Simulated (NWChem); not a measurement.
System: C$_{2}$H$_{4}$OSe; SMILES O=CC[SeH]

The following NWChem deck was run.

```
start job
memory heap 200 mb stack 900 mb global 1100 mb
geometry units angstroms noautoz
  O      0.571060     2.538582    -0.088880
  C      0.090576     1.553332     0.431302
  C     -0.979118     0.691251    -0.199925
  Se    -0.215695    -1.100308    -0.583044
  H      0.439532     1.186309     1.445961
  H     -1.861521     0.565512     0.458305
  H     -1.285297     1.118391    -1.173786
  H     -0.269616    -1.551269     0.832970
end
basis spherical
  * library pcseg-2
end
dft
  xc b3lyp
  iterations 150
  semidirect filesize 400000000
  mulliken
end
task dft energy
```

The geometry was optimised at PBE-D3(BJ)/def2-SVP. B3LYP is NWChem's, with the RPA form of VWN correlation.

Question: What results follow from this input? (B3LYP/pcseg-2.) Quantities: basis functions; energy (Ha); highest occupied level (eV); orbital gap (eV); dipole (D).

Answer: 
```yaml
number_of_basis_functions: 189
energy (Ha): -2555.53
highest occupied level (eV): -6.86
orbital gap (eV): 5.16
dipole (D): 2.86
```
